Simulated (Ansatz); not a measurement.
Calculated with Ansatz (gas phase, PBE0-D4/def2-TZVP geometries, no zero-point term in ΔE). CCSD(T)/CBS is the MP2 limit (def2-TZVPP, def2-QZVPP) plus CCSD(T) − MP2 in def2-TZVPP, frozen cores. DFT in def2-TZVPP. HSE06 is defined as in plane-wave codes. For Zn outer-core shells are correlated without core-valence functions, which leaves a few kJ/mol of doubt a bond. Scalar relativity is left out up to krypton. Each species was taken in one conformer, which may not be the lowest.

Reaction (formal exchange of groups at a Zn–O bond): `C[O][Zn][CH3]` + `N=COCF` → `[CH3][Zn][O]C=N` + `COCF`

Problem. Is it downhill or uphill in electronic energy at CCSD(T)/CBS, and by how much? (An estimate is asked.)

Solution. Ansatz gave: Downhill: ΔE = -13.1 kcal/mol.

Problem. What do these levels give: B97M-V, HSE06-D4, ωB97M-V, PBE-QIDH, BLYP, BHLYP, CAM-B3LYP, HF/def2-TZVPP, CCSD/def2-TZVPP, HF/def2-QZVPP, SCS-MP2/def2-QZVPP, HF/CBS(def2)? (An estimate is asked.)

Solution. Computed: B97M-V -13.3, HSE06-D4 -13.2, ωB97M-V -13.2, PBE-QIDH -13.3, BLYP -12.7, BHLYP -13.5, CAM-B3LYP -13.0, HF/def2-TZVPP -14.3, CCSD/def2-TZVPP -13.2, HF/def2-QZVPP -14.2, SCS-MP2/def2-QZVPP -12.8, HF/CBS(def2) -14.2 kcal/mol.

Largest T1 diagnostic among the species: 0.016.

Leaving LDA and LC-ωPBE aside and taking each functional with its dispersion term where it has one, the values, not all of them listed here, spread over 0.8 kcal/mol, from BHLYP-D4 to revPBE-D4. At CCSD(T), def2-SVP lies −2.2 kcal/mol from the extrapolated value and def2-TZVPP −0.1 kcal/mol.
